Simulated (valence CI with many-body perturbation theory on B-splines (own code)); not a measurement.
**Questions on Eu⁴²⁺**

Method: relativistic CI+MBPT: three valence electrons over a frozen Dirac-Fock core [Ar], radial functions for each j: 7 s, 7 p, 8 d, 6 f, 4 g, 1 h, with the one-electron correlation potential Σ1, the two-electron term Σ2, the three-electron term Σ3, Breit, model QED; selected CI, second order for the rest, scaled by the run's own slope (own B-spline code, finite nucleus).

The last digits are not significant, and no measured levels were compared; by estimate large intervals hold to a few tenths of a per cent, small ones and those within an open d or f shell to about a per cent. Only levels of the ground parity were solved; by the run's estimate the other parity begins above the list, which can be wrong where configurations are misplaced.

Levels are named by their leading jj configuration (3d3/2^4 stands for four electrons in 3d with j = 3/2), which in mixed levels can hold well under half, so a name can repeat and another be missing.

Rates and lifetimes use the calculated energies. Strong lines usually hold to 10 to 20 %, long lifetimes can be off by a factor of two.

**Question.** What is the ground level?

**Answer.** (3d3/2^3) J=3/2, composition 52 % 3d3 4F + 35 % 3d3 2D + 9 % 3d3 2P, g = 0.669.

**Question.** How well does LS coupling describe the low levels?

**Answer.** Among the lowest 19 levels the leading LS term, summed over configurations, holds 58 % on average. For single configurations the figures are 58 % in LS and 94 % in jj coupling. Terms mix most in the J = 3/2 level at 267760 cm⁻¹, where the leading one holds 39 %.

**Question.** What is the ionisation energy?

**Answer.** 3279.6 eV; NIST lists 3279 ± 4 eV (theoretical).

**Question.** Name the longest-lived excited levels whose lifetime is computed, and their main decay.

**Answer.** (3d3/2^2 3d5/2) J=9/2 at 291240 cm⁻¹ lives 363 ms, mostly by M1 to (3d3/2^2 3d5/2) J=7/2.
